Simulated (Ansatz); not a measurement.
Ideal-gas functions of `C#C[SeH]` at 500 K and 1 bar, from an Ansatz frequency run at PBE0-D4/def2-TZVP.

Molar mass 105.0 g/mol, point group Cs (symmetry number 1), electronic degeneracy 1, moments of inertia 2.152, 129.779, 131.931 u Å². Harmonic wavenumbers (cm⁻¹, unscaled): 270, 330, 583, 598, 727, 855, 2164, 2421, 3478.

Use S(trans) = R[1.5 ln M + 2.5 ln T − 1.1517]; rotational temperatures θ = 24.2544 K / I; S(rot) = R[ln(√π/σ · √(T³/θAθBθC)) + 1.5]; for each mode x = 1.438777 ν̃/T, S = R[x/(eˣ − 1) − ln(1 − e⁻ˣ)] and H = RT x/(eˣ − 1); 1 cm⁻¹ = 0.0119627 kJ/mol; R = 8.31446 J/(mol·K).

By hand: the entropy, in J/(mol·K).

Translation 177.6. Rotation: θ = 11.2706, 0.1869, 0.1838 K, giving 98.7. Vibration, mode by mode: 10.62, 9.05, 4.92, 4.76, 3.54, 2.65, 0.12, 0.06, 0.00, in all 35.7. Electronic 0.0. Sum 312.0 J/(mol·K).

By hand: H − E and G − E in kJ/mol, counted from the electronic energy.

Zero-point energy ½ × 11426 × 0.0119627 = 68.3; thermal vibration 10.7; translation, rotation and pV give 4 RT = 16.6. H − E = 95.6 kJ/mol, and G − E = 95.6 − 500 × 312.0/1000 = -60.4 kJ/mol.

Vibration gives 11 % of the entropy. The sum counts one conformer and one mirror image; others add a mixing term.
